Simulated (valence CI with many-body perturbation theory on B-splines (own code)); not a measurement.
Tm38+: electric-dipole lines

Method: relativistic CI+MBPT: three valence electrons over a frozen Dirac-Fock core [Ar] 3d10, radial functions for each j: 11 s, 11 p, 10 d, 8 f, 5 g, 2 h, with the one-electron correlation potential Σ1, the two-electron term Σ2, the three-electron term Σ3, Breit, model QED; selected CI, second order for the rest, scaled by the run's own slope (own B-spline code, finite nucleus).

No measured spectrum was set against this ion. As an estimate, large intervals hold to a few tenths of a per cent, small ones and those within an open d or f shell to about a per cent.

Lines 1 to 50 of 539 in falling wavelength, among levels below 49.888 Ry, chosen from the strongest by gf and those to the six lowest levels. Wavelengths and rates use the calculated energies. Electric multipoles are in the length gauge, E1 and E2 with the static RPA response of the core. Weak lines are less certain than strong ones. Lines between different terms over intervals too small for the method are left out, as are lines whose strength nearly cancels. Where a level lies close to another of its J and parity, the split of strength between their lines is uncertain. The highest levels of a list are the least certain.

Levels are named by their leading jj configuration (3d3/2^4 stands for four electrons in 3d with j = 3/2), which in mixed levels can hold well under half, so a name can repeat and another be missing. Letters in brackets count levels of one name in rising energy.

| λ vac (Å) | Upper | Lower | A (s⁻¹) | S (a.u.) |
| --- | --- | --- | --- | --- |
| 739.2 | (4s 4p1/2^2) J=1/2 | (4s^2 4p3/2) J=3/2 | 3.00e+06 | 1.20e-03 |
| 170.1 | (4s 4p1/2 4p3/2) J=3/2 [a] | (4s^2 4p3/2) J=3/2 | 1.65e+09 | 1.60e-02 |
| 166.1 | (4p1/2 4p3/2 4f7/2) J=9/2 [b] | (4s 4d5/2^2) J=7/2 | 8.14e+09 | 1.84e-01 |
| 154.5 | (4s 4p1/2 4p3/2) J=5/2 | (4s^2 4p3/2) J=3/2 | 1.05e+10 | 1.14e-01 |
| 147.2 | (4s 4p1/2^2) J=1/2 | (4s^2 4p1/2) J=1/2 | 2.11e+10 | 6.66e-02 |
| 145.6 | (4p1/2^2 4p3/2) J=3/2 | (4s 4p1/2 4p3/2) J=3/2 [b] | 1.29e+10 | 7.85e-02 |
| 140.2 | (4p1/2^2 4f5/2) J=5/2 | (4s 4p1/2 4f5/2) J=3/2 | 1.93e+10 | 1.58e-01 |
| 139.1 | (4p1/2 4p3/2 4f5/2) J=9/2 | (4s 4p3/2 4f5/2) J=7/2 [a] | 1.24e+10 | 1.64e-01 |
| 138.3 | (4p1/2^2 4f7/2) J=7/2 | (4s 4p1/2 4f7/2) J=7/2 [b] | 1.78e+10 | 1.86e-01 |
| 138.0 | (4p1/2 4p3/2 4d5/2) J=7/2 [a] | (4s 4p3/2 4d5/2) J=9/2 | 1.77e+10 | 1.83e-01 |
| 137.5 | (4p1/2 4d5/2^2) J=7/2 | (4s 4p3/2 4f7/2) J=9/2 [a] | 2.17e+10 | 2.23e-01 |
| 137.4 | (4p1/2^2 4f7/2) J=7/2 | (4s 4p1/2 4f7/2) J=9/2 | 2.61e+10 | 2.68e-01 |
| 136.3 | (4s 4p1/2 4p3/2) J=3/2 [b] | (4s^2 4p3/2) J=3/2 | 1.34e+10 | 6.70e-02 |
| 135.8 | (4p1/2 4d5/2^2) J=9/2 | (4s 4p3/2 4f7/2) J=9/2 [a] | 1.82e+10 | 2.26e-01 |
| 134.9 | (4p1/2^2 4d5/2) J=5/2 | (4s 4p1/2 4d5/2) J=5/2 [b] | 1.97e+10 | 1.43e-01 |
| 134.2 | (4p1/2 4p3/2 4f7/2) J=7/2 [c] | (4s 4p3/2 4f7/2) J=9/2 [b] | 1.51e+10 | 1.44e-01 |
| 133.3 | (4p1/2 4p3/2 4f7/2) J=9/2 [a] | (4s 4p3/2 4f7/2) J=11/2 | 3.30e+10 | 3.85e-01 |
| 132.8 | (4p1/2 4p3/2 4f7/2) J=11/2 | (4s 4p3/2 4f7/2) J=11/2 | 2.05e+10 | 2.84e-01 |
| 132.6 | (4p1/2^2 4d5/2) J=5/2 | (4s 4p1/2 4d5/2) J=7/2 | 4.34e+10 | 2.99e-01 |
| 132.3 | (4s 4p1/2 4p3/2) J=1/2 | (4s^2 4p3/2) J=3/2 | 2.01e+10 | 4.59e-02 |
| 131.6 | (4p1/2^2 4f7/2) J=7/2 | (4p1/2 4p3/2 4d5/2) J=5/2 [a] | 1.73e+10 | 1.56e-01 |
| 131.3 | (4p1/2^2 4d3/2) J=3/2 | (4s 4p1/2 4d3/2) J=5/2 | 4.70e+10 | 2.10e-01 |
| 130.3 | (4p1/2 4d3/2 4d5/2) J=7/2 [b] | (4s 4d3/2 4d5/2) J=9/2 | 1.89e+10 | 1.65e-01 |
| 130.3 | (4p1/2 4p3/2 4d5/2) J=9/2 | (4s 4p3/2 4d5/2) J=9/2 | 1.49e+10 | 1.63e-01 |
| 129.4 | (4p1/2^2 4p3/2) J=3/2 | (4s 4p1/2 4p3/2) J=5/2 | 5.25e+10 | 2.24e-01 |
| 126.5 | (4p1/2^2 4f7/2) J=7/2 | (4p1/2 4p3/2 4d5/2) J=9/2 | 1.53e+10 | 1.22e-01 |
| 120.1 | (4p1/2^2 4p3/2) J=3/2 | (4s 4p1/2 4p3/2) J=3/2 [a] | 1.42e+10 | 4.87e-02 |
| 104.9 | (4s 4p1/2 4d3/2) J=3/2 [a] | (4s 4p1/2 4p3/2) J=3/2 [b] | 1.14e+10 | 2.59e-02 |
| 100.2 | (4s 4p1/2 4d3/2) J=5/2 | (4s 4p1/2 4p3/2) J=3/2 [b] | 1.44e+07 | 4.29e-05 |
| 96.23 | (4s 4p1/2 4d3/2) J=3/2 [a] | (4s 4p1/2 4p3/2) J=5/2 | 5.42e+09 | 9.53e-03 |
| 95.97 | (4p1/2 4d3/2 4d5/2) J=9/2 | (4s 4p1/2 4f7/2) J=9/2 | 2.15e+10 | 9.37e-02 |
| 92.24 | (4s 4p1/2 4d3/2) J=5/2 | (4s 4p1/2 4p3/2) J=5/2 | 1.10e+10 | 2.56e-02 |
| 91.25 | (4s 4p1/2 4d3/2) J=1/2 | (4s 4p1/2 4p3/2) J=3/2 [b] | 2.65e+09 | 1.99e-03 |
| 91.11 | (4s 4p1/2 4d3/2) J=3/2 [b] | (4s 4p1/2 4p3/2) J=3/2 [b] | 1.35e+10 | 2.01e-02 |
| 91.01 | (4s 4p1/2 4d3/2) J=3/2 [a] | (4s 4p1/2 4p3/2) J=3/2 [a] | 3.06e+09 | 4.55e-03 |
| 89.41 | (4s 4p1/2 4d5/2) J=5/2 [a] | (4s 4p1/2 4p3/2) J=3/2 [b] | 1.11e+08 | 2.34e-04 |
| 88.35 | (4s 4p1/2 4p3/2) J=3/2 [a] | (4s^2 4p1/2) J=1/2 | 1.36e+09 | 1.85e-03 |
| 87.58 | (4s 4p3/2^2) J=5/2 | (4s^2 4p3/2) J=3/2 | 9.04e+08 | 1.80e-03 |
| 87.44 | (4s 4p1/2 4d3/2) J=5/2 | (4s 4p1/2 4p3/2) J=3/2 [a] | 1.67e+09 | 3.31e-03 |
| 87.38 | (4p1/2 4p3/2^2) J=3/2 | (4s 4p1/2 4p3/2) J=3/2 [b] | 1.32e+09 | 1.74e-03 |
| 87.18 | (4s^2 4d3/2) J=3/2 | (4s^2 4p3/2) J=3/2 | 3.96e+08 | 5.18e-04 |
| 86.02 | (4p3/2 4d5/2^2) J=11/2 | (4s 4p3/2 4f7/2) J=11/2 | 2.99e+10 | 1.13e-01 |
| 85.46 | (4s 4p1/2 4d5/2) J=5/2 [b] | (4s 4p1/2 4p3/2) J=3/2 [b] | 1.87e+09 | 3.46e-03 |
| 84.37 | (4p3/2 4d5/2^2) J=7/2 [a] | (4s 4p3/2 4f7/2) J=5/2 [a] | 6.51e+10 | 1.54e-01 |
| 84.17 | (4p1/2 4p3/2 4f7/2) J=3/2 | (4p1/2 4p3/2 4d5/2) J=5/2 [c] | 6.85e+10 | 8.07e-02 |
| 83.76 | (4s 4d5/2 4f7/2) J=9/2 [c] | (4s 4p3/2 4f7/2) J=7/2 [a] | 4.87e+10 | 1.41e-01 |
| 83.56 | (4p1/2 4d5/2^2) J=7/2 | (4p1/2 4p3/2 4d5/2) J=5/2 [a] | 4.33e+10 | 9.97e-02 |
| 83.49 | (4p3/2 4d5/2^2) J=7/2 [b] | (4s 4p3/2 4f7/2) J=5/2 [a] | 5.14e+10 | 1.18e-01 |
| 83.43 | (4p3/2 4d5/2^2) J=11/2 | (4s 4p3/2 4f7/2) J=9/2 [a] | 9.61e+10 | 3.31e-01 |
| 83.04 | (4s 4p3/2 4f5/2) J=5/2 [b] | (4s^2 4f5/2) J=5/2 | 1.03e+11 | 1.75e-01 |
